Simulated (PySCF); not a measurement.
**[Cd(F)(Br)] (charge 0, multiplicity 1)**

Level of theory: TPSSh-D3(BJ)/def2-TZVP // BP86-D3(BJ)/def2-SVP (PySCF 2.14.0).

- HOMO: -7.95 eV
- dipole moment: 0.80 D
- HOMO–LUMO gap: 5.16 eV
- LUMO: -2.79 eV
- charge on the central atom (Mulliken): 0.90 e
- total energy: -2841.7240 Ha
- cost: about 70 core-seconds (a rough figure)

```xyz
3

Cd    -0.0047    -0.0377    -0.0329
F     -0.0979     1.5040     1.1405
Br     0.1086    -1.9488    -1.4886
```
Charge 0, spin multiplicity 1.
